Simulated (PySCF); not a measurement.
## Si (silicon, neutral) across methods

[Ne] 3s2 3p1 4s1, high-spin 3P determinant (an excited configuration). All numbers are calculated (PySCF 2.14, the spin-free X2C one-electron Hamiltonian (Gaussian nucleus), in aug-cc-pVQZ-DK).

```json
{"method": "PBE0", "E (hartree)": "-289.6825", "mean ε 3s β (eV)": "-14.778", "mean ε 3p α (eV)": "-8.726", "mean ε 4s α (eV)": "-2.203", "Σ⟨r²⟩ (bohr²)": "62.19", "⟨S²⟩": "2.006"}
{"method": "wB97X-V", "E (hartree)": "-289.7493", "mean ε 3s β (eV)": "-17.218", "mean ε 3p α (eV)": "-10.859", "mean ε 4s α (eV)": "-3.033", "Σ⟨r²⟩ (bohr²)": "62.34", "⟨S²⟩": "2.005"}
{"method": "UHF", "E (hartree)": "-289.28692", "mean ε 3s β (eV)": "-16.983", "mean ε 3p α (eV)": "-11.553", "mean ε 4s α (eV)": "-2.898", "Σ⟨r²⟩ (bohr²)": "63.37", "⟨S²⟩": "2.016"}
{"method": "CAM-B3LYP", "E (hartree)": "-289.8115", "mean ε 3s β (eV)": "-16.217", "mean ε 3p α (eV)": "-9.859", "mean ε 4s α (eV)": "-2.607", "Σ⟨r²⟩ (bohr²)": "61.53", "⟨S²⟩": "2.005"}
{"method": "PBE", "E (hartree)": "-289.6606", "mean ε 3s β (eV)": "-13.670", "mean ε 3p α (eV)": "-7.604", "mean ε 4s α (eV)": "-1.864", "Σ⟨r²⟩ (bohr²)": "61.88", "⟨S²⟩": "2.004"}
{"method": "revPBE", "E (hartree)": "-289.7534", "mean ε 3s β (eV)": "-13.632", "mean ε 3p α (eV)": "-7.632", "mean ε 4s α (eV)": "-1.864", "Σ⟨r²⟩ (bohr²)": "62.32", "⟨S²⟩": "2.005"}
{"method": "LDA", "E (hartree)": "-288.6346", "mean ε 3s β (eV)": "-13.789", "mean ε 3p α (eV)": "-7.468", "mean ε 4s α (eV)": "-1.866", "Σ⟨r²⟩ (bohr²)": "60.96", "⟨S²⟩": "2.001"}
{"method": "TPSS", "E (hartree)": "-289.8191", "mean ε 3s β (eV)": "-13.713", "mean ε 3p α (eV)": "-7.884", "mean ε 4s α (eV)": "-1.813", "Σ⟨r²⟩ (bohr²)": "62.67", "⟨S²⟩": "2.007"}
```

Q: Estimate the same row for r2SCAN.

A: E (hartree) = -289.7659; mean ε 3s β (eV) = -13.864; mean ε 3p α (eV) = -7.995; mean ε 4s α (eV) = -1.827; Σ⟨r²⟩ (bohr²) = 62.25; ⟨S²⟩ = 2.010.

The outer electron is Rydberg-like, and this basis confines it to a smaller radius and binds it less than a complete one would.
